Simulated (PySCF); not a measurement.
Molecular orbitals of BiS⁺

revPBE at R = 2.251 Å; basis Bi def2-SVPD with ECP60, S def2-SVPD; scalar-relativistic core potentials; PySCF 2.14. State: ¹Σ⁺ (singlet), closed shell. Only the outer orbitals are listed, counted within each symmetry, core potentials removing the inner ones.

```tsv
orbital	occ.	ε (eV)	on Bi (%)	main shells (%)
7σ	2	-24.43	35	59 S s, 33 Bi s
8σ	2	-20.37	58	55 Bi s, 38 S s
9σ	2	-13.81	39	59 S p, 31 Bi p
4π	2	-13.16	28	70 S p, 27 Bi p
4π	2	-13.16	28	70 S p, 27 Bi p
5π	0	-10.21	71	70 Bi p, 29 S p
5π	0	-10.21	71	70 Bi p, 29 S p
10σ	0	-6.67	67	54 Bi p, 27 S p, 9 Bi d
```

**Question.** Which are the highest filled and the lowest empty level, where do they sit, and how wide is the gap?

**Answer.** Highest filled 4π at -13.16 eV (in %: 70 S p, 27 Bi p); lowest empty 5π at -10.21 eV (in %: 70 Bi p, 29 S p); the gap at revPBE is 2.95 eV.

```
bond order (Mayer)                                                                                                : 2.50
⟨S²⟩                                                                                                              : 0.000
charge on Bi (Mulliken, basis-dependent)                                                                          : 1.27
charge on Bi (Löwdin, basis-dependent)                                                                            : 1.10
dipole moment (positive dipole points towards S; it is taken about the centre of mass and depends on that origin) : -0.94 D
```

These are scalar-relativistic numbers at best; spin–orbit coupling would shift them, the dissociation energy most.
